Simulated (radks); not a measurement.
Q: The cerium ion Ce4+, configuration [Xe]. All-electron calculation, Dirac Kohn-Sham, PBE, spin-unpolarised, spherical densities, point nucleus. Program: a radial shooting solver on a logarithmic mesh with Libxc functionals. Some entries of the table are withheld. Estimate them.

orbital  occ.  eigenvalue (eV)  <r^2> (bohr^2)  <1/r> (bohr^-1)
1s1/2       2        -40279.78       0.0008207            63.36
2s1/2       2        -6484.325         0.01300            14.93
2p1/2       2        -6124.103        0.009536            14.91
2p3/2       4        -5677.567         0.01080            13.51
3s1/2       2        -1432.539         0.08863            5.389
3p1/2       2        -1280.109         0.08354            5.301
3p3/2       4        -1192.371         0.09107            4.951
3d3/2       4        -926.0096         0.07459            4.815
3d5/2       6        -907.1792         0.07673            4.727
4s1/2       2        -325.2112          0.4552            2.241
4p1/2       2        -268.4658          0.4852            2.139
4p3/2       4        -249.4191          0.5254            2.025
4d3/2       4        -156.1281          0.6195            1.813
4d5/2       6        -152.7554          0.6352            1.785
5s1/2       2         -78.8032           2.383           0.9138
5p1/2       2         -62.2822           2.871           0.8258
5p3/2       4         -59.0498           3.100           0.7884
4f5/2       0         -47.3940             (1)            1.317
4f7/2       0         -47.0014             (2)            1.308
5d3/2       0              (3)           5.023           0.6124
5d5/2       0              (4)           5.131           0.6052
6s1/2       0         -29.4238           10.57           0.4219
6p1/2       0              (5)           13.09           0.3794
6p3/2       0              (6)           13.86           0.3679

A: 
(1) 4f5/2 <r^2> (bohr^2): 1.154
(2) 4f7/2 <r^2> (bohr^2): 1.170
(3) 5d3/2 eigenvalue (eV): -35.6585
(4) 5d5/2 eigenvalue (eV): -35.2453
(5) 6p1/2 eigenvalue (eV): -24.4481
(6) 6p3/2 eigenvalue (eV): -23.6614
